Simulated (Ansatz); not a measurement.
`FBCF` + silanol → `FBO[SiH3]` + fluoromethane at 500 K and 1 bar (ligand exchange at a B–C bond).

Isolated molecules relaxed with PBE0-D4/def2-TZVP in Ansatz; ΔE leaves out vibrations. CCSD(T)/CBS is the MP2 limit (def2-TZVPP, def2-QZVPP) plus CCSD(T) − MP2 in def2-TZVPP, frozen cores. This one scheme is used for every species. One conformer a species, not always the lowest.

```csv
species,CCSD(T)/CBS energy (Eh),H − E (kJ/mol),S (J/(mol·K))
`FBCF`,-264.27174,148.2,327.9
`O[SiH3]`,-366.69042,127.5,292.9
`FBO[SiH3]`,-491.38634,157.1,366.7
`CF`,-139.63461,122.2,244.8
```

H − E and S are ideal-gas, rigid-rotor, harmonic terms from PBE0-D4/def2-TZVP, for one conformer and one mirror image of each species. 1 Eh = 2625.50 kJ/mol, R = 8.31446 J/(mol·K).

By hand: ΔE, ΔH, ΔS and ΔG.

ΔE = (-491.38634) + (-139.63461) − (-264.27174) − (-366.69042) = -0.05879 Eh = -154.4 kJ/mol. Δ(H − E) = 157.1 + 122.2 − 148.2 − 127.5 = 3.6, so ΔH = -150.8 kJ/mol. ΔS = 366.7 + 244.8 − 327.9 − 292.9 = -9.3 J/(mol·K). ΔG = -150.8 − 500 × (-9.3)/1000 = -146.2 kJ/mol.

By hand: the equilibrium constant, and the temperature at which ΔG would vanish if ΔH and ΔS stayed fixed.

log₁₀ K = −ΔG/(RT ln 10) = 15.3. ΔG = 0 at ΔH/ΔS = 16215 K, far beyond where these terms or the molecules hold.

The number of gas molecules stays the same, so ΔS is small and ΔH decides. A doubt of 5 kJ/mol in ΔE shifts log₁₀ K by 0.5 here. Other conformers and mirror images would add mixing entropy, several J/(mol·K) or more a flexible species. These are equilibria of isolated gas molecules and say nothing of rates. Largest T1 diagnostic: 0.013 (customary marks: 0.02 for closed shells, 0.045 for open ones).
